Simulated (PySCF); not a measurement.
# Computed records: CH6OSi, CH6AlB2, H3O3Si

Computed with PySCF 2.14.0. Calculation on a computer-drawn molecule: the log of a Hartree-Fock and frozen-core CCSD(T) single point meant for a local Hartree-Fock minimum, with one planted fault or none, to be diagnosed. Offsets are logged minus clean, where the clean run is the same molecule without the fault. The reference is restricted for singlets and unrestricted otherwise, and also for a bond in bohr or an excited solution. Adding or removing an electron swaps singlet and doublet. The excited solution moves the top pair (singlet) or top alpha electron (doublet) to the lowest empty orbital. Highest occupied and lowest empty are orbital energies over both spins, largest force is the largest gradient component, triples share is (T) over the correlation energy, the T1 limit is 0.02 restricted and 0.045 unrestricted, electrons count all cores, a negative frequency is imaginary (commonest isotopes), and the dipole is about the centre of nuclear charge.

Common to all runs: meant basis cc-pV(D+d)Z; logged SCF converged yes; possible faults no fault, one electron removed, one electron added, multiplicity raised by two, geometry at a saddle point, SCF held on an excited solution, minimal basis STO-3G, one bond length entered in bohr, all coordinates scaled.

(1) CH6OSi

Logged structure:
```xyz
9
CH6OSi
C     -0.3049    -2.0499     1.9350
O     -0.0867    -1.4515     0.6867
Si    -1.2344    -0.8641    -0.3339
H     -0.9164    -2.9524     1.8439
H     -0.7988    -1.3614     2.6270
H      0.6609    -2.3276     2.3540
H     -0.5313    -0.3340    -1.5155
H     -2.1759    -1.9348    -0.7398
H     -2.0174     0.2127     0.3181
```

```
meant charge                         : 0
meant multiplicity                   : 1
logged electrons                     : 34
logged basis functions               : 81
logged spin squared                  : 2.0139
logged highest occupied              : -2.8406 eV
logged lowest empty                  : -0.90329 eV
logged largest force                 : 0.12317 hartree/bohr
logged T1 diagnostic                 : 0.046374
logged D1 diagnostic                 : 0.27447
logged triples share                 : 0.029536
logged CC converged                  : yes
logged dipole magnitude              : 5.6125 debye
logged SCF stable within its kind    : yes
logged energy HF                     : -404.91757 hartree
logged energy CCSD(T)                : -405.40154 hartree
planted fault                        : multiplicity raised by two
HF energy offset from clean run      : 168.2 kcal/mol
CCSD(T) energy offset from clean run : 170.4 kcal/mol
```

Drawn bonds:
```csv
atom,other atom,order
1,2,1
2,3,1
1,4,1
1,5,1
1,6,1
3,7,1
3,8,1
3,9,1
```

Notes: T1 above single-reference limit.

(2) CH6AlB2

Logged structure:
```xyz
10
CH6AlB2
B     -1.1407     2.3701     1.2939
Al     0.6236    -1.0737     2.5656
B      1.3022    -2.5097     1.2644
C      1.8330    -3.6301     0.3283
H     -0.5156     3.3729     1.0561
H     -2.3315     2.4712     1.1370
H      0.8241    -1.3774     4.1145
H      1.0536    -4.1017    -0.2770
H      2.2377    -4.4068     0.9938
H      2.6511    -3.3078    -0.3222
```

```
meant charge                         : 0
meant multiplicity                   : 2
logged electrons                     : 35
logged basis functions               : 95
logged spin squared                  : 1.7818
logged highest occupied              : -7.1841 eV
logged lowest empty                  : 0.81804 eV
logged largest force                 : 0.022467 hartree/bohr
logged T1 diagnostic                 : 0.026638
logged D1 diagnostic                 : 0.12014
logged triples share                 : 0.028937
logged CC converged                  : yes
logged dipole magnitude              : 1.4009 debye
logged SCF stable within its kind    : yes
logged energy HF                     : -332.4479 hartree
logged energy CCSD(T)                : -332.84491 hartree
planted fault                        : one bond length entered in bohr, row 1 of the drawn bonds
HF energy offset from clean run      : 61.75 kcal/mol
CCSD(T) energy offset from clean run : 76.46 kcal/mol
```

Drawn bonds:
```csv
atom,other atom,order
1,2,1
2,3,1
3,4,1
1,5,1
1,6,1
2,7,1
4,8,1
4,9,1
4,10,1
```

(3) H3O3Si

Logged structure:
```xyz
7
H3O3Si
O     -1.2199    -0.8118     0.8908
Si     0.0161    -1.4015     0.1544
O      1.2435    -1.8974     0.9701
O      0.0251    -1.4950    -1.3977
H     -2.0332    -0.4727     0.5282
H      1.3790    -1.9026     1.9132
H      0.7032    -1.8288    -1.9778
```

```
meant charge                      : 1
meant multiplicity                : 1
logged electrons                  : 40
logged basis functions            : 80
logged spin squared               : 0
logged highest occupied           : -10.384 eV
logged lowest empty               : -14.407 eV
logged largest force              : 0.19669 hartree/bohr
logged CC converged               : no
logged dipole magnitude           : 2.9288 debye
logged SCF stable within its kind : no
logged energy HF                  : -514.33275 hartree
planted fault                     : ?
```

Drawn bonds:
```csv
atom,other atom,order
1,2,1
2,3,1
2,4,1
1,5,1
3,6,1
4,7,1
```

Notes: CCSD not converged.

Question: H3O3Si (entry 3): planted fault?
Answer: SCF held on an excited solution

Further results for H3O3Si (entry 3):

```
HF energy offset from clean run : 518.2 kcal/mol
```
